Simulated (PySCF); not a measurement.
Exercise with solution: oscillator strength and radiative lifetime

Bi(Me)2(OH) (C₂H₇BiO), SMILES [CH3][Bi]([CH3])[OH].

Geometry optimised at PBE-D3(BJ)/def2-SVP. The structure was generated by enumeration; whether it is a known compound was not checked. The def2 effective core potentials stand for the cores of Bi; spin–orbit coupling is left out. Other conformers were not sampled.

TDDFT-PBE/def2-SVPD (PySCF) puts the first singlet state with f over 0.02 at 5.63 eV (vertical), with the transition dipole (0.000, 0.000, 0.393) in atomic units.

Problem. Find the oscillator strength, the wavelength and the radiative lifetime that this transition would have in vacuum if emission retraced absorption.

Solution. 
|μ|² = 0.1544 au, so |μ| = 1.00 D. ΔE = 5.63/27.211 = 0.2069 hartree. f = (2/3) ΔE |μ|² = 0.021 (the program prints 0.021).
λ = 1239.84/5.63 = 220 nm; ν = 45409 cm⁻¹.
Einstein's coefficient A = 0.6670 ν² f s⁻¹ (ν in cm⁻¹) = 2.9e7 s⁻¹, so τ = 1/A = 34 ns. This state is S4; the lower singlets have f = 0.002, 0.015, 0.002. The figure is the radiative limit of this one transition; relaxation, internal conversion, crossing to triplets and a medium change what is measured.
